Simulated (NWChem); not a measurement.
# C$_{2}$H$_{3}$ClFGa; SMILES [F][Ga]([Cl])[CH]=C

```xyz
8

Ga    -0.4141    -0.0414     0.0000
F     -2.0366     0.6254     0.0000
Cl     1.1479     1.4600     0.0000
C     -0.0541    -1.9460     0.0000
C      1.1984    -2.4183     0.0000
H     -0.8999    -2.6318     0.0000
H      1.4091    -3.4876     0.0000
H      2.0677    -1.7640     0.0000
```
Atoms are numbered in this order, from 1.

Structure relaxed at the B3LYP/6-31G* (spherical d) level.

Q: Give the principal values of the shielding tensors (ppm) of Ga1, F2, Cl3, C4, C5 from Hartree-Fock/6-31G* (spherical d), GIAO (NWChem), with their diamagnetic and paramagnetic parts as GIAO splits them.

A: 
```
atom     σ11     σ22     σ33  isotropic  diamagnetic  paramagnetic
----  ------  ------  ------  ---------  -----------  ------------
Ga1   1590.2  1776.8  2017.4     1794.8       2639.8        -845.0
F2     280.1   404.8   421.6      368.8        469.9        -101.1
Cl3    921.1  1099.3  1112.6     1044.3       1147.6        -103.2
C4     -30.3    75.2   188.8       77.9        250.0        -172.1
C5     -88.6    62.4   181.7       51.8        256.1        -204.2
```
